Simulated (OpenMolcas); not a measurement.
A calculation on Zr2+.

```yaml
Program: OpenMolcas 26.06
Method: CASSCF
Basis: ANO-RCC-VTZP [7s6p4d2f1g]
Scalar_Hamiltonian: DKH2, point nucleus
Active_space: 2 electrons in 5 orbitals (4d)
State_averaging: 2S+1 = 3 even, 10 roots; 2S+1 = 1 even, 15 roots
Spin-orbit_coupling: state interaction with AMFI integrals over the reference wave functions, term energies averaged over their components
```

Problem. Which level of the active space comes out lowest?

Solution. 4d² ³F₂, with 100 % of that term; it is also the measured ground level.

Problem. How high does 4d² ³P₂ lie?

Solution. 11131 cm⁻¹ above the lowest level; measured 8838 cm⁻¹ above the ground level, so the calculation is off by +26 %.

Problem. How high does 4d² ¹D₂ lie?

Solution. 9186 cm⁻¹ above the lowest level; measured 5742 cm⁻¹ above the ground level, so the calculation is off by +60 %.

Problem. How high does 4d² ¹S₀ lie?

Solution. 33074 cm⁻¹ above the lowest level; measured 23979 cm⁻¹ above the ground level, so the calculation is off by +38 %.

Measured values: Moore, Atomic Energy Levels, vol. II, NSRDS-NBS 35 (1971 reprint of NBS Circular 467, 1952); NIST levels as listed in Rynkun, Gaigalas and Jonsson, Astron. Astrophys. 637, A10 (2020).

Levels of configurations with an s electron are missing; early in the row they begin among the upper levels of the d shell and mix with terms of their name. Without dynamic correlation excited terms often stand tens of per cent too high (terms of higher spin than the ground term too low), and those without a measured partner can miss by more than the paired ones. Some levels mix across a computed gap that differs much from the measured one, so their mixing is not that of the real levels. Computed and measured levels are paired by configuration, term and J; levels that our copy of the source lacks, or whose pairing is in doubt (as where it misses far off the trend of its configuration), stay unpaired and out of the deviations. Only configurations of the active space appear.
